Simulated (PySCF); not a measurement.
Species: C₉H₄O₂.
Geometry (GFN2-xTB, Å), atoms numbered from 1 in this order:
```xyz
15
C9H4O2 angstrom
C     -3.8590   -0.9980   -2.0894
C     -2.6387   -0.6857   -1.4005
C     -1.6112   -0.4234   -0.8152
C     -0.4651   -0.1296   -0.1736
C      0.5553    0.1258    0.4441
C      1.7535    0.4430    1.0362
C      2.2559    0.4402    2.3135
C      3.5836    0.9291    1.9114
O      4.6151    1.1942    2.4590
C      3.0579    0.9495    0.4578
O      3.4510    1.2256   -0.6323
H     -3.7279   -0.8757   -3.1646
H     -4.6550   -0.3344   -1.7509
H     -4.1493   -2.0281   -1.8809
H      1.8293    0.1755    3.2636
```

NICS is the negative of the GIAO shielding at a point without a nucleus: at the ring centre (0) and 1 Å above and below it (1); zz is the component along the ring normal. Level: GIAO PBE0/pcSseg-1 (PySCF, non-relativistic, gas phase) on the GFN2-xTB geometry, one conformer.

Ring bond lengths (Å), with Mayer bond orders in brackets: C6–C7 1.373 (1.50), C7–C8 1.471 (1.00), C8–C10 1.546 (0.89), C10–C6 1.514 (0.89).

**Question.** What do the NICS probes read (ppm)?

**Answer.** 
```tsv
ring	type	NICS(0)	NICS(1), two faces	NICS(1)zz, two faces	rms pucker (Å)	centre to ring atoms, mean (Å)
C6–C7–C8–C10	4-membered carbocycle; bonds drawn aromatic by RDKit's count	10.0	-3.8 / -3.8	-3.9 / -3.8	0.00	1.04
```

**Question.** What do they say, and how far can they be read as aromaticity?

**Answer.** 
- C6–C7–C8–C10: mean NICS(1)zz -3.8 ppm, shielded. NICS(0) lies 14 ppm above the mean NICS(1).

**Question.** And the bond-length index? HOMA = 1 − mean of α(R − Ropt)² over the ring bonds, with Krygowski's 1993 parameters (CC: Ropt 1.388 Å, α 257.7 Å⁻²).

**Answer.** 
- C6–C7–C8–C10: HOMA -2.09 = 1 − EN − GEO, with mean bond length 1.476 Å, EN = α(Ropt − mean)² = 1.989 and GEO = α × variance = 1.100.

**Question.** What field does 11.7 T along the ring normal induce along that normal at the first NICS(1) probe listed for ring C6–C7–C8–C10, 1 Å off the ring?

**Answer.** NICSzz × B0 = -3.9 ppm × 11.7 T = -46 μT, against the applied field.

**Question.** Give the inner angles of the rings and the Hirshfeld charges of the ring atoms.

**Answer.** 
- C6–C7–C8–C10: C6 92.3° (+0.022 e), C7 94.3° (-0.008 e), C8 87.4° (+0.131 e), C10 85.9° (+0.146 e); sum 360.0° against 360° for a flat convex ring.

Hardware: one thread of an x86-64 server, shared host. Cost: 31 s wall. This is the whole shielding run at PBE0/pcSseg-1, SCF included.
